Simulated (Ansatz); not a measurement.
Molecular dynamics of Ge₁₆F

input.yaml

```yaml
accuracy: low
crystal:
  lattice:
    - [0.0, 5.66, 5.66]
    - [5.66, 0.0, 5.66]
    - [5.66, 5.66, 0.0]
  atoms:
    - { symbol: Ge, position: [-0.02539397, 0.02741196, -0.03591683] }
    - { symbol: Ge, position: [0.09973925, 0.13180438, 0.1025744] }
    - { symbol: Ge, position: [-0.01317057, 0.00988593, 0.4969705] }
    - { symbol: Ge, position: [0.09450404, 0.18905604, 0.60310135] }
    - { symbol: Ge, position: [0.0191252, 0.53078936, -0.05123937] }
    - { symbol: Ge, position: [0.12082313, 0.66266635, 0.06675453] }
    - { symbol: Ge, position: [-0.05502877, 0.55743916, 0.46426449] }
    - { symbol: Ge, position: [0.14391448, 0.64560672, 0.56932394] }
    - { symbol: Ge, position: [0.45977187, 0.01304232, 0.0457807] }
    - { symbol: Ge, position: [0.60724133, 0.16679007, 0.11466626] }
    - { symbol: Ge, position: [0.450465, 0.04873714, 0.48633199] }
    - { symbol: Ge, position: [0.62102386, 0.09776817, 0.64876759] }
    - { symbol: Ge, position: [0.48594397, 0.55552444, -0.01978544] }
    - { symbol: Ge, position: [0.6172806, 0.64135388, 0.11930283] }
    - { symbol: Ge, position: [0.5054093, 0.44956609, 0.52580225] }
    - { symbol: Ge, position: [0.58778555, 0.67384049, 0.59878292] }
    - { symbol: F, position: [0.38682325, 0.42158535, 0.84263997] }
basis:
  ecutwfc: 420.0
kpoints:
  mp_grid: { grid: [2, 2, 2] }
hamiltonian:
  xc: pbe
  dispersion: d3bj
  pseudopotentials: { kind: paw, azcp: { folder: soft_1 } }
scf:
  occupations: { method: fermi_dirac, width: 0.1 }
  lower_state_search: "off"
md:
  timestep: 2
  n_steps: 200
  ensemble: nvt_langevin
  temperature: 1260.0
  initial_velocities: maxwell_boltzmann
  seed: 975566
  friction: 0.05
```

Run as:

```bash
$ ansatz run input.yaml --threads 2 --pin off --max-ram 5120MiB --backend cpu --events-out ev --progress --plain --runs-dir out
```

It goes on from the last frame of an earlier run, with new velocities.

Output, in part (warnings, step lines):

```
WARN: dispersion: an atom stands within reach of a switch of its C6 between two reference coordination numbers of its element: through that C6 alone, e_disp changes by 0.025 eV or more while the distances to its neighbours run over a stretch of 0.05 Å that contains this geometry (sites counted from …
md step     0: t =     0.00 fs  T =  1185.9 K  F+E_penalty+E_count = -69527.95829108 eV  E_kin = 2.605882 eV  (17 SCF iters)
md step     1: t =     2.00 fs  T =  1204.1 K  F+E_penalty+E_count = -69527.94309155 eV  E_kin = 2.645897 eV  (7 SCF iters)
md step     2: t =     4.00 fs  T =  1026.3 K  F+E_penalty+E_count = -69527.92992434 eV  E_kin = 2.255170 eV  (7 SCF iters)
md step     3: t =     6.00 fs  T =   943.4 K  F+E_penalty+E_count = -69527.92329439 eV  E_kin = 2.073001 eV  (7 SCF iters)
md step     4: t =     8.00 fs  T =   849.6 K  F+E_penalty+E_count = -69527.92180992 eV  E_kin = 1.867004 eV  (8 SCF iters)
md step     5: t =    10.00 fs  T =   881.5 K  F+E_penalty+E_count = -69527.94591736 eV  E_kin = 1.937043 eV  (6 SCF iters)
md step     6: t =    12.00 fs  T =   941.8 K  F+E_penalty+E_count = -69527.97534964 eV  E_kin = 2.069492 eV  (6 SCF iters)
md step     7: t =    14.00 fs  T =   953.8 K  F+E_penalty+E_count = -69527.99197149 eV  E_kin = 2.095890 eV  (6 SCF iters)
[... lines left out ...]
md step   199: t =   398.00 fs  T =  1327.3 K  F+E_penalty+E_count = -69527.03219650 eV  E_kin = 2.916710 eV  (6 SCF iters)
md step   200: t =   400.00 fs  T =  1033.7 K  F+E_penalty+E_count = -69526.93042787 eV  E_kin = 2.271541 eV  (7 SCF iters)
```

The steps, from the saved trajectory:

```
time (fs)  T (K)  potential energy less start (eV)
        0   1186                             0.000
       12    942                            -0.017
       24    951                             0.023
       36   1098                             0.295
       48   1068                             0.632
       60    892                             0.815
       72    999                             1.108
       84    939                             0.914
       96    738                             0.566
      108   1345                             0.410
      120   1582                             0.494
      132   1329                             0.911
      144    986                             0.934
      156    988                             0.499
      168   1227                             0.341
      180   1165                             0.227
      192   1310                             0.386
      204    856                             0.903
      216   1070                             1.333
      228    890                             1.737
      240   1371                             1.396
      252   1819                             1.074
      264   1540                             0.736
      276   1122                             0.774
      288   1033                             0.825
      300   1015                             0.550
      312   1718                             0.238
      324    983                             0.368
      336   1299                             0.460
      348   1607                             0.370
      360   1506                             0.566
      372   1220                             0.805
      384   1177                             0.694
      396   1385                             0.842
```

The run went to its last step. A run of 0.4 ps of so small a system gives no equilibrium averages. Limits of this set-up: coarse k mesh, odd electron count without spin, a small cell, in which the defect meets its images, a typed lattice constant that wasn't relaxed here, low accuracy level.

Mean squared displacements from the first frame to the last, about the centre of mass: Ge 0.22 Å², F 0.15 Å².

Last frame:

```xyz
17
Lattice="0.0000 5.6600 5.6600 5.6600 0.0000 5.6600 5.6600 5.6600 0.0000" Properties=species:S:1:pos:R:3
Ge -0.134 -0.203 -0.095
Ge 1.424 1.048 1.230
Ge 2.928 2.584 -0.110
Ge 4.025 3.980 1.549
Ge 3.037 0.120 2.916
Ge 4.046 1.384 4.434
Ge 5.522 2.849 3.118
Ge 7.405 4.099 4.339
Ge 0.003 2.366 2.475
Ge 1.215 3.854 4.373
Ge 2.185 5.578 2.970
Ge 3.850 6.934 3.887
Ge 2.577 2.950 6.033
Ge 4.297 4.360 7.002
Ge 5.434 5.360 5.153
Ge 6.568 6.987 6.997
F 6.695 6.748 4.385
```

Time of the run: 40 min on 2 threads of Arm Neoverse V1, with other jobs on the host, peak memory 1.2 GiB.
